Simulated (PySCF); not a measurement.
cyclohexasilane (H₁₂Si₆), SMILES [SiH2]1[SiH2][SiH2][SiH2][SiH2][SiH2]1.

Coordinates come from a B3LYP-D3(BJ)/def2-SVP optimisation.

Computed with B3LYP/def2-TZVP (PySCF).

Symmetry labels are those of the subgroup C2h that the program uses (full group D3d).

Computed valence orbital energies around the gap with their symmetry:
```csv
orbital,symmetry,energy (eV)
HOMO−7,Bu,-9.55
HOMO−6,Au,-9.55
HOMO−5,Ag,-8.86
HOMO−4,Bu,-8.56
HOMO−3,Au,-8.56
HOMO−2,Ag,-7.68
HOMO−1,Bg,-7.68
HOMO,Au,-7.54
LUMO,Ag,-0.93
LUMO+1,Bu,-0.70
LUMO+2,Ag,-0.36
LUMO+3,Bg,-0.36
```
